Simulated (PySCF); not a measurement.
**Working out the excitation energy of He**

He 1s2 (1S) → He 1s1 2s1 (3S). Calculation: PySCF 2.14, in dyall-acv3z (10s3p2d, 29 functions); no relativity, point nucleus. Frozen: nothing; the 4 highest virtual orbitals dropped. Energies in hartree (1 hartree = 27.21139 eV):

| part | He (lower) | He (upper) |
| --- | --- | --- |
| UHF | -2.861661 | -2.170990 |
| MP2 opposite-spin | -0.034143 | 0.000000 |
| MP2 same-spin | 0.000000 | -0.000717 |

Task: What does Hartree-Fock give?

Result: (-2.170990) − (-2.861661) = 0.690671 hartree = 18.794 eV.

Task: What do MP2 and SCS-MP2 (6/5 opposite-spin, 1/3 same-spin) give?

Result: The opposite-spin parts differ by 0.929 eV and the same-spin parts by -0.020 eV. MP2: 18.794 + (0.929) + (-0.020) = 19.703 eV. SCS-MP2: 18.794 + 1.2 × (0.929) + (-0.020)/3 = 19.902 eV.

Measured between the centres of the two terms (NIST): 19.820 eV, so MP2 (valence) is off by -0.117 eV.

What remains against the reference includes basis incompleteness and correlation beyond second order.
